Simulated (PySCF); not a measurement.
A structure optimised at PBE-D3(BJ)/def2-SVP, used in a PySCF frequency run:

```
C
F 1 1.3477
F 1 1.3477 2 107.99
F 1 1.3547 2 108.25 3 116.98
C 1 1.5247 2 111.69 3 -123.18
F 5 1.3717 1 110.27 2 60.53
H 5 1.1116 6 110.40 1 -119.55
H 5 1.1116 7 109.25 6 121.59
```

### Question
Write its SMILES, formula and point group.

### Answer
FCC(F)(F)F, C₂H₂F₄, Cs

### Question
What are its rotational constants (standard atomic weights)?

### Answer
5.2495, 2.7523, 2.7134 GHz
